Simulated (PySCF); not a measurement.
**Relaxation of singlet ISe₃⁺**

Computed with PBE0/[I def2-SVP with ECP28, Se def2-SVP], scalar-relativistic core potentials, density fitting, no spin–orbit coupling, PySCF. A (50,194) grid was used.

A start displaced from a saddle point along its imaginary mode, with no symmetry imposed:

```xyz
4
charge 1 multiplicity 1, angstrom
I    -0.0216   -0.1209   -0.7637
Se    2.1352    0.2487    0.4166
Se   -0.8904    1.8681    0.4580
Se   -1.2104   -1.9249    0.3380
```

Q: What forces act on the atoms at the start (eV/Å)?

A: 
| atom | Fx | Fy | Fz |
| --- | --- | --- | --- |
| I1 | -0.61 | -0.80 | -0.02 |
| Se2 | -0.38 | 0.69 | 0.22 |
| Se3 | 0.86 | -0.03 | 0.13 |
| Se4 | 0.13 | 0.14 | -0.32 |

Q: What does it relax to?

A: It was stopped by the time limit after 4 steps; the last geometry has I–Se 2.34 Å, I–Se 2.62 Å, I–Se 2.62 Å, Se–Se 2.45 Å. No frequency check is given, so it may be a saddle point.

Q: How much energy is released, and in how many steps?

A: 209.1 kJ/mol in 4 steps.

The relaxation took about 90 core-seconds on a shared host.
